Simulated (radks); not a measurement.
Ionisation of neutral scandium, [Ar] 3d1 4s2, to [Ar] 3d1 4s1 as the strength of local exchange is varied. All-electron calculation, scalar-relativistic Kohn-Sham, Slater X-alpha exchange (alpha = 2/3 is LDA exchange), no correlation, spin-polarised, spherical densities, finite nucleus; open shells are filled with parallel spins first; Fermi nuclear charge, rms radius 3.5459 fm. Program: a radial shooting solver on a logarithmic mesh with Libxc functionals.

| alpha | E(Sc) (hartree) | exchange (hartree) | IE (eV) | -e of the level emptied (eV) | <r> of it (bohr) |
|---|---|---|---|---|---|
| 0.576 | -755.85182 | -30.40138 | 5.077 | 2.840 (4s) | 3.968 |
| 0.667 | -760.67067 | -35.40648 | 5.429 | 3.212 (4s) | 3.878 |
| 0.692 | -761.99935 | -36.79086 | 5.530 | 3.320 (4s) | 3.853 |
| 0.944 | -775.50744 | -50.96947 | 6.635 | 4.531 (4s) | 3.606 |
| 0.958 | -776.26399 | -51.76908 | 6.701 | 4.604 (4s) | 3.593 |
| 1.002 | -778.64587 | -54.29027 | 6.910 | 4.837 (4s) | 3.552 |

NIST Atomic Spectra Database: 6.561 eV (measured). The Delta-SCF value meets it near alpha = 0.93. Open shells are spherical and high-spin; term and fine-structure splittings are not resolved.
